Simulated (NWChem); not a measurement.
C2H4BNO2; SMILES C1=NB(O)CO1

```xyz
10

O     -0.0348     2.1413     0.0000
B     -0.0444     0.7911     0.0000
C      1.1769    -0.2441     0.0000
O      0.4810    -1.5025     0.0000
C     -0.8261    -1.2144     0.0000
N     -1.2508    -0.0098     0.0000
H      0.8465     2.5244     0.0000
H      1.8280    -0.2112     0.8891
H      1.8280    -0.2112    -0.8891
H     -1.4524    -2.1176     0.0000
```
Atoms are numbered in this order, from 1.

Computed with NWChem. STO-3G and 3-21G are far too small for this property and stand as cheap habits. All runs use the structure optimised with PBE0/def2-SVP. Field at 589 nm.

Problem. Predict the results for B3LYP/STO-3G. Quantities: isotropic polarisability (bohr³); anisotropy (bohr³).

Solution. 
```
Quantity                          Value
--------------------------------  -----
isotropic polarisability (bohr³)   25.6
anisotropy (bohr³)                 25.1
```
